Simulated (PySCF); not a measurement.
GaHFCl, SMILES [F][GaH][Cl].

The structure is a stationary point at PBE-D3(BJ)/def2-TZVP.

The numbers are results of IEF-PCM-M06-2X/def2-SVP (PySCF), not measurements.

The values are the electrostatic part of the solvation free energy, E(continuum) − E(gas) at the gas-phase geometry, in a cavity of scaled van der Waals radii (PySCF's table); cavitation and dispersion terms are not included. A continuum can't describe solvent molecules that bind to the metal. In vacuum the orbital gap is 9.65 eV. The dipole moment in vacuum is 2.22 D.

```csv
solvent,ε,ΔG(elec) (kcal/mol),dipole (D),gap (eV)
water,78.36,-7.0,2.74,10.12
n-hexane,1.88,-2.5,2.41,9.82
diethylether,4.24,(withheld),(withheld),(withheld)
```

Task: Complete the blanks. (An estimate is asked for; the answer gives what the named calculation found.)

Result: 
- diethylether, ΔG(elec) (kcal/mol): -4.8
- diethylether, dipole (D): 2.57
- diethylether, gap (eV): 9.97
